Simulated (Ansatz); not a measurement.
Relaxation of C3H9Si (13 atoms, charge 0, multiplicity 2), to a largest force component of 0.03 eV/Å in at most 50 steps.

Theory: UHF/def2-SVP (Ansatz).

```xyz
13
Properties=species:S:1:pos:R:3
H -0.374 0.533 0.222
C -0.459 -0.147 1.055
C 0.717 -1.019 1.362
C -0.514 -1.611 0.752
Si 0.133 1.905 -2.085
H -1.050 0.232 1.881
H 0.933 -1.244 2.399
H 1.600 -0.922 0.741
H -1.140 -2.242 1.373
H -0.474 -1.919 -0.286
H -0.639 3.167 -2.003
H 1.586 2.182 -2.177
H -0.320 1.085 -3.234
```

**Question.** Where does it end, and by what steps?

**Answer.** It converged. The force dipped under the threshold on the way, but the program's further checks kept it going. After 10 steps the energy has fallen by 0.134 eV; H12 moved furthest, 0.89 Å.

```json
{"step": "0", "energy less start (eV)": "0.0000", "largest force component (eV/Å)": "0.302", "accepted": "yes"}
{"step": "1", "energy less start (eV)": "-0.0699", "largest force component (eV/Å)": "0.098", "accepted": "yes"}
{"step": "2", "energy less start (eV)": "-0.1009", "largest force component (eV/Å)": "0.106", "accepted": "yes"}
{"step": "3", "energy less start (eV)": "-0.0827", "largest force component (eV/Å)": "0.708", "accepted": "no"}
{"step": "4", "energy less start (eV)": "-0.1160", "largest force component (eV/Å)": "0.038", "accepted": "yes"}
{"step": "5", "energy less start (eV)": "-0.1245", "largest force component (eV/Å)": "0.030", "accepted": "yes"}
{"step": "6", "energy less start (eV)": "-0.1278", "largest force component (eV/Å)": "0.012", "accepted": "yes"}
{"step": "7", "energy less start (eV)": "-0.1323", "largest force component (eV/Å)": "0.050", "accepted": "yes"}
{"step": "8", "energy less start (eV)": "-0.1336", "largest force component (eV/Å)": "0.026", "accepted": "yes"}
{"step": "9", "energy less start (eV)": "-0.1341", "largest force component (eV/Å)": "0.023", "accepted": "yes"}
{"step": "10", "energy less start (eV)": "-0.1343", "largest force component (eV/Å)": "0.011", "accepted": "yes"}
```

```xyz
13
Properties=species:S:1:pos:R:3
H -0.680 0.441 0.921
C -0.598 -0.412 1.584
C 0.684 -1.184 1.586
C -0.546 -1.778 0.975
Si 0.296 2.348 -2.826
H -1.124 -0.291 2.524
H 1.035 -1.591 2.527
H 1.478 -0.859 0.924
H -1.036 -2.591 1.498
H -0.593 -1.858 -0.105
H -0.493 3.595 -2.701
H 1.744 2.641 -2.929
H -0.167 1.539 -3.978
```

Run time: 14 s on 2 threads of AMD EPYC 7R43 64-Core Processor (Zen 3), with other jobs on the host, peak memory 0.25 GiB.
